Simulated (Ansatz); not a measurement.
Start from `C[NH][Zr]([F])([NH]C)[NH]C` and change one atom or group to get `C[NH][Zr]([NH]C)([NH]C)[NH]C`.

Ansatz, PBE0-D4/def2-TZVP geometries, multiplicity 1. Each molecule was computed in one conformer, which needn't be the lowest.

Elements past krypton have def2 core potentials.

| property | `C[NH][Zr]([F])([NH]C)[NH]C` |
| --- | --- |
| HOMO energy (PBE/def2-TZVPP) / eV | -5.11 |
| HOMO–LUMO gap (ωB97M-V/def2-TZVPP) / eV | 9.71 |
| size of the dipole moment (B3LYP/def2-TZVPP) / D | 2.19 |
| HOMO energy (B3LYP/def2-TZVPP) / eV | -6.20 |
| LUMO energy (B3LYP/def2-TZVPP) / eV | -0.33 |
| size of the dipole moment (PBE/def2-TZVPP) / D | 2.15 |

**Question.** Give the same properties after the change, and the shifts. (An estimate is asked.)

**Answer.** The calculation gave: 
```tsv
property	`C[NH][Zr]([NH]C)([NH]C)[NH]C`	shift
HOMO energy (PBE/def2-TZVPP) / eV	-4.76	0.35
HOMO–LUMO gap (ωB97M-V/def2-TZVPP) / eV	9.43	-0.28
size of the dipole moment (B3LYP/def2-TZVPP) / D	0.42	-1.77
HOMO energy (B3LYP/def2-TZVPP) / eV	-5.83	0.37
LUMO energy (B3LYP/def2-TZVPP) / eV	-0.21	0.12
size of the dipole moment (PBE/def2-TZVPP) / D	0.40	-1.75
```

With PBE0 the HOMO rises by 0.37 eV and the LUMO rises by 0.11 eV, so the gap narrows by about 0.26 eV. PBE moves the HOMO by 0.35 eV and ωB97M-V by 0.36 eV. Dipoles are sizes alone; their direction can turn.

Positive LUMOs are unbound, so they and the gaps depend on the basis.

B3LYP here is the variant with VWN-RPA as its local correlation; programs differ in this.
